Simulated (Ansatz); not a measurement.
Results of the Gaussian-basis code of Ansatz.

A structure relaxed at PBE0-D4/def2-TZVP, charge 0, multiplicity 1:

Cartesian coordinates in Å:
```
C 0.313 -2.339 0.353
Si 0.635 -0.628 1.059
B -0.079 0.858 -0.066
N -0.763 1.055 -1.248
Si -0.488 2.672 -0.630
H 0.723 -3.115 1.004
H 0.775 -2.447 -0.632
H -0.759 -2.520 0.246
H 0.023 -0.522 2.415
H 2.103 -0.423 1.227
H -1.150 0.475 -1.977
H 0.389 3.518 -1.478
H -1.723 3.416 -0.273
```

Question: Give its formula and SMILES.

Answer: CH8BNSi2, `C[SiH2]B1N[SiH2]1`.

Question: Point group (tolerance 0.08 Å, 0.16 Å for H)?

Answer: Cs.

Question: Summarise the bond lengths by kind.

Answer: 1 × C–Si 1.879 Å; 3 × C–H 1.092 to 1.093 Å; 2 × B–Si 1.943 to 1.995 Å; 4 × H–Si 1.485 to 1.492 Å; 1 × B–N 1.380 Å; 1 × N–Si 1.753 Å; 1 × H–N 1.009 Å.
